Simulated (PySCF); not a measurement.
Compound: C4H4F3N.
SMILES: `[H]/N=C\C=C(\F)C(F)F`

Vertical excitations from PySCF (density fitting, frozen core in the response, grid level 2 and gas phase unless stated; continuum runs use non-equilibrium linear response for the excitations) on a GFN2-xTB geometry. Reference run:

```
                              settings    S1, eV (f)    S2, eV (f)    S3, eV (f)    S4, eV (f)    S5, eV (f)    S6, eV (f)  T1, eV (Tamm–Dancoff)  mean α (au)
PBE0/def2-SVPD, full TDDFT, 6 singlets  4.28 (0.002)  6.02 (0.530)  6.90 (0.002)  6.93 (0.000)  7.41 (0.033)  7.47 (0.003)                   3.34         61.3
```

**Question.** What do these settings give: (1) PBE0/6-311G**, TDA, 25 singlets; (2) PBE0/6-311+G(2d,p), IEF-PCM dimethylsulfoxide, energy threshold 1e-11 Eh, full TDDFT, 6 singlets?

**Answer.** 
```csv
settings,"S1, eV (f)","S2, eV (f)","S3, eV (f)","S4, eV (f)","S5, eV (f)","S6, eV (f)","T1, eV (Tamm–Dancoff)",mean α (au)
"PBE0/6-311G**, TDA, 25 singlets",4.38 (0.002),6.60 (0.758),6.92 (0.000),7.24 (0.006),7.61 (0.013),7.75 (0.000),3.35,52.3
"PBE0/6-311+G(2d,p), IEF-PCM dimethylsulfoxide, energy threshold 1e-11 Eh, full TDDFT, 6 singlets",4.57 (0.003),5.75 (0.654),6.80 (0.000),7.19 (0.003),7.37 (0.045),7.40 (0.002),–,79.6
```

(1) S1 moves by +0.10 eV; basis and response scheme change together, so the shift can't be laid on one. (2) S1 moves by +0.29 eV; basis and environment change together, so the shift can't be laid on one. States are counted by energy in each run and needn't keep their character from row to row.

All basis functions are spherical, in the Pople sets too.

**Question.** Give the leading configurations of S1 (H = HOMO, L = LUMO) and the HOMO–LUMO gap of each run.

**Answer.** 
```csv
settings,S1 configurations (weight),S1 (eV),orbital gap (eV),S1 − gap (eV)
"PBE0/def2-SVPD, full TDDFT, 6 singlets",H→L 0.97,4.28,5.91,-1.63
"PBE0/6-311G**, TDA, 25 singlets",H→L 0.98,4.38,5.97,-1.59
"PBE0/6-311+G(2d,p), IEF-PCM dimethylsulfoxide, energy threshold 1e-11 Eh, full TDDFT, 6 singlets",H−1→L 0.97,4.57,6.16,-1.59
```

The species at its GFN2-xTB geometry (one conformer only).

Conformer computed: `[H]/[N:1]=[CH:2]\[CH:3]=[C:4](\[F:5])[CH:6]([F:7])[F:8]`: N1–C2–C3–C4 180°, C3–C4–C6–F7 -59°.
